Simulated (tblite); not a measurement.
A tight-binding relaxation on `F[C@@H]1[CH][C@@H](Cl)CC1` [radical].

Computed with GFN2-xTB geometry optimisation, gas phase (tblite 0.8.0). Start geometry: from a force field or distance geometry. The command runs a driver script over a list of jobs; the input below is this job's line of settings and its coordinates in Å.

Command:
```bash
OMP_NUM_THREADS=1 python probes_run.py task.json out
```

Input:
```
{"job": {"kind": "relax", "xc": "GFN2-xTB", "basis": "xTB"}, "charge": 0, "multiplicity": 2}
F     -1.934900     0.579400     1.470700
C     -1.214400     0.236200     0.367100
C     -0.628100    -1.182600     0.474200
C      0.426700    -1.057000    -0.622400
Cl    -0.471400    -0.760700    -2.116200
C      1.158200     0.158800    -0.148100
C      0.000800     1.103200     0.143600
H     -1.849800     0.227900    -0.525600
H     -0.149200    -1.268600     1.467700
H      1.043700    -1.962200    -0.705600
H      1.846000     0.556600    -0.908000
H      1.668400    -0.112800     0.809400
H      0.238100     1.749800     1.025300
H     -0.134800     1.731400    -0.754400
```

Output:
```
step      E/eV     max force
  0    -638.36608    2.443
  1    -638.58970    1.198
  2    -638.67384    0.737
  3    -638.73126    0.692
  4    -638.80208    0.818
  5    -638.84066    0.718
  6    -638.86820    0.467
  7    -638.89769    0.576
  8    -638.92820    0.620
  9    -638.96303    0.624
... (56 lines left out)
 66    -639.46893    0.067
 67    -639.46925    0.055
 68    -639.46954    0.033
 69    -639.46979    0.027
 70    -639.46992    0.024
 71    -639.46999    0.017
 72    -639.47003    0.015
 73    -639.47006    0.014
 74    -639.47008    0.011
 75    -639.47010    0.008
```

«max force» is the largest atomic force in eV/Å.

Question: From which step on does the largest force stay under 0.1 eV/Å, and how much energy is left to gain from there?

Answer: From step 63 (0.075 eV/Å), 3.1 meV above the end.

Summary of the converged run: energy lowered by 25.5 kcal/mol over 75 steps; largest atomic force 0.008 eV/Å at the end.

Question: Give the final coordinates.

Answer: 0.680 Å rms from the input after alignment:
```
atom  x, y, z in Å
F1    -1.1310    0.4666    2.0079
C2    -1.1201    0.3128    0.6150
C3    -0.7200   -1.0688    0.2553
C4     0.5535   -1.0858   -0.4240
Cl5    0.2050   -1.2337   -2.2692
C6     1.1731    0.2788   -0.1598
C7    -0.0402    1.2017   -0.0077
H8    -2.1421    0.5752    0.3113
H9    -1.3345   -1.9298    0.4349
H10    1.1929   -1.9472   -0.2447
H11    1.8470    0.5963   -0.9519
H12    1.7305    0.2260    0.7771
H13    0.1652    2.0668    0.6189
H14   -0.3801    1.5407   -0.9853
```

Hardware: one thread, Arm Neoverse N1 (aarch64), no GPU, shared host with 64 logical CPUs at a one-minute load of 47. Cost: 0.7 s wall.
Labels such as C1 count atoms from 1, the log's own numbers from 0.
